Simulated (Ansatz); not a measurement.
Mulliken charges of `[OH][GaH][BH][SiH3]` from PBE/def2-TZVPP in Ansatz (PBE0-D4/def2-TZVP geometry).

| atom | x (Å) | y (Å) | z (Å) | charge (e) |
| --- | --- | --- | --- | --- |
| O1 | -2.054 | 1.247 | -1.209 | -0.375 |
| Ga2 | -0.761 | 1.483 | 0.016 | 0.171 |
| B3 | 0.898 | 0.263 | -0.214 | 0.090 |
| Si4 | 0.992 | -1.622 | 0.460 | 0.074 |
| H5 | -2.816 | 1.815 | -1.076 | 0.177 |
| H6 | -1.075 | 2.557 | 1.123 | -0.057 |
| H7 | 1.844 | 0.671 | -0.827 | 0.056 |
| H8 | 0.549 | -2.438 | -0.712 | -0.035 |
| H9 | 0.065 | -1.911 | 1.590 | -0.052 |
| H10 | 2.359 | -2.066 | 0.848 | -0.049 |

Problem. By hand: the dipole of these point charges (1 e Å = 4.8032 D).

Solution. Σ q r = (0.322, 0.189, 0.071) e Å, of length 0.380 e Å = 1.83 D.

Problem. How does the dipole of the full density compare? (Best estimate.)

Solution. Ansatz gave: (0.057, 0.162, 0.146) e Å, 1.08 D; the point charges give 1.69 times that, at 46° from its direction.

Point charges leave out the atoms' own dipoles, such as those of lone pairs, and Mulliken's split depends on the basis, so the two needn't agree.
